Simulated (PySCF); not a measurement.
An unknown is described by computed data only.

Elements present: C, F and H. Monoisotopic mass: 138.0845 u.

- UV, strongest line: among the 10 lowest singlet transitions: S4 at 7.02 eV (177 nm, f = 0.757) [TDDFT wB97X-D/def2-SVPD]
- 13C NMR: chemical shifts (computed TMS as zero) by class: 146.6 (1 C), 133.7 (2 C), 132.7 (1 C), 129.9 (2 C), 93.5 (1 C), 32.9 (1 C), 6.6 (1 C) ppm [GIAO PBE0/pcSseg-1]
- UV, first state: lowest singlet excitation: 5.43 eV (228 nm, f = 0.001) [TDDFT wB97X-D/def2-SVPD]
- NMR, other nuclei: isotropic shieldings of nuclei other than C and H, by class: 399 (1 F) ppm [GIAO PBE0/pcSseg-1]
- Triplet: lowest triplet excitation (Tamm–Dancoff): 4.17 eV [TDA wB97X-D/def2-SVPD]
- Rotational structure: rotational constants A, B, C: 2.453, 0.897, 0.827 GHz [PBE0-D3(BJ)/def2-SVP]
- Dipole: 1.66 D [wB97X-D/def2-SVPD]

The electronic properties come from PySCF, for the isolated species, density fitting. Levels stand in brackets. Isolated species at its PBE0-D3(BJ)/def2-SVP geometry (one conformer only). NMR classes are plain means over equivalent atoms (diastereotopic ones count apart unless rotation or inversion swaps them), as if these changed places fast.

**Question.** Which formula fits the mass and the elements?

**Answer.** C9H11F (calculated 138.0845). No other formula that holds each of these elements comes within 0.0003 u with a fitting electron parity and a possible valence count.

**Question.** What is the compound? Reason from the data.

**Answer.** Numbering: `[CH3:1][CH2:2][C@H:3]([F:4])[c:5]1[cH:6][cH:7][cH:8][cH:9][cH:10]1`. Its formula, C9H11F, gives 4 degrees of unsaturation: 1 ring and 3 π bonds in the structure found (Kekulé form). 9 carbons fall into 7 classes; from least to most shielded: substituted aromatic carbon [C5] (146.6 ppm), aromatic CH carbon [C7/C9] (133.7 ppm, 2 C), aromatic CH carbon [C8] (132.7 ppm), aromatic CH carbon [C6/C10] (129.9 ppm, 2 C, up to 2.2 ppm apart in this geometry), sp3 C–F carbon [C3] (93.5 ppm), chain CH2 carbon [C2] (32.9 ppm), methyl carbon [C1] (6.6 ppm). The other shieldings belong to: 399 ppm, alkyl fluorine [F4]. The optimised geometry has point group C1 and is an asymmetric top. Structure: `CC[C@H](F)C1=CC=CC=C1` (PhCHFCH2CH3). Computed isomers that give other values at the same levels: `CCCc1ccc(F)cc1` (rotational constant A: 4.206 GHz; this holds for the one conformer computed); `C[C@H](F)Cc1ccccc1` (13C chemical shifts (computed TMS as zero) by class: 142.8 (1 C), 135.3 (2 C), 134.4 (2 C), 132.4 (1 C), 92.3 (1 C), 46.7 (1 C), 20.6 (1 C) ppm); `CC(C)(F)c1ccccc1` (13C chemical shifts (computed TMS as zero) by class: 152.7 (1 C), 133.7 (2 C), 132.3 (1 C), 128.8 (2 C), 94.9 (1 C), 31.6 (2 C) ppm). The assignments are read from this structure; whether some other isomer fits the data as well wasn't checked. The mirror image fits equally.

The values belong to the conformer `[CH3:1][CH2:2][C@H:3]([F:4])[c:5]1[cH:6][cH:7][cH:8][cH:9][cH:10]1`: C1–C2–C3–F4 61°, C2–C3–C5–C6 -71°.
